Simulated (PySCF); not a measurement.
# Relaxation of singlet TiOCl₂

These are results of PBE0/[Ti def2-TZVP, O def2-TZVP, Cl def2-TZVP], no relativity, density fitting, PySCF, not measurements. A (50,194) grid was used.

A hand-made T-shaped (ligand arrangement 1) start, of Cs symmetry, held to at least that symmetry:

```xyz
4
charge 0 multiplicity 1, angstrom
Ti   -0.4057    0.0000   -0.6425
O    -2.1446    0.0000   -0.5818
Cl   -0.4057    0.0000    1.7075
Cl    1.9429    0.0000   -0.5605
```

(1) What forces act on the atoms at the start (eV/Å)?

(2) What does it relax to?

(3) How much energy is released, and in how many steps?

Results:

(1) 
```json
{"atom": "Ti1", "Fx": "-4.68", "Fy": "0.00", "Fz": "4.04"}
{"atom": "O2", "Fx": "5.29", "Fy": "0.00", "Fz": "-1.52"}
{"atom": "Cl3", "Fx": "0.14", "Fy": "0.00", "Fz": "-1.65"}
{"atom": "Cl4", "Fx": "-0.75", "Fy": "0.00", "Fz": "-0.87"}
```

(2) It ends at C2v with Ti–Cl 2.220 Å (×2), Ti–O 1.581 Å; Cl–Ti–Cl 128.7°, Cl–Ti–O 115.7° (×2) (after a last refinement on a finer grid). A frequency run shows a minimum.

(3) 222.8 kJ/mol in 12 steps.

The relaxation took 25 s on 4 threads of a shared Intel Xeon 6975P-C (Granite Rapids) host, with 150 basis functions and 13 gradients; the process peaked at 0.9 GiB.
